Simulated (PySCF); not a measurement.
# Mo²⁺ (molybdenum, charge +2) across methods

[Kr] 4d4, high-spin 5D determinant. Computed with PySCF 2.14 in def2-TZVPPD with the def2 core potential (28 electrons) (6s4p3d2f1g, 56 functions), with scalar relativity through the core potential.

| method | E (hartree) | mean ε 4p α (eV) | mean ε 4p β (eV) | mean ε 4d α (eV) | Σ⟨r²⟩ (bohr²) | ⟨S²⟩ |
| --- | --- | --- | --- | --- | --- | --- |
| PBE0 | -67.2395 | -62.067 | -58.142 | -23.447 | 27.26 | 6.001 |
| UHF | -66.78101 | -71.222 | -63.532 | -27.553 | 27.05 | 6.003 |
| CAM-B3LYP | -67.1985 | -63.448 | -59.674 | -24.751 | 27.33 | 6.001 |
| LDA | -67.0494 | -58.717 | -55.956 | -21.908 | 27.65 | 6.000 |
| r2SCAN | -67.2755 | -60.192 | -56.502 | -22.126 | 27.18 | 6.001 |
| B3LYP | -67.2607 | -61.406 | -57.819 | -23.035 | 27.34 | 6.001 |
| wB97M-V | -67.1693 | -64.482 | -60.930 | -25.704 | 27.33 | 6.000 |
| PBE | -67.2447 | -58.742 | -55.916 | -21.858 | 27.45 | 6.000 |
| BP86 | -67.3005 | -58.779 | -56.092 | -21.888 | 27.39 | 6.000 |

Energies and moments cover only the electrons outside the core potential.
